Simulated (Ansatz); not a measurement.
Ansatz (a quantum-chemistry and plane-wave program) input:

Ansatz 0.2 input:
```yaml
crystal:
  periodic: [false, false, false]
  atoms:
    - {symbol: C, position_ang: [-1.82422356, -0.00727496, -0.06648002]}
    - {symbol: C, position_ang: [-0.54561495, 0.31879722, -0.02996540]}
    - {symbol: C, position_ang: [0.69460172, -0.03732280, 0.02657261]}
    - {symbol: O, position_ang: [1.85279792, -0.16939667, 0.07307410]}
    - {symbol: H, position_ang: [-2.60217544, 0.74973474, -0.11870559]}
    - {symbol: H, position_ang: [-2.16878719, -1.03975820, -0.04665032]}
basis:
  gaussian:
    orbitals: def2-TZVP
hamiltonian:
  xc: b3lyp
  dispersion: d3bj
phonons: {temperatures: {t_min: 298.15, t_max: 298.15, t_step: 100}}
```

**Question.** Which total energy does the run end on?

**Answer.** -190.74471 Eh (B3LYP-D3(BJ)/def2-TZVP). The basis has 136 functions. The run takes around 40 core-seconds (rough).
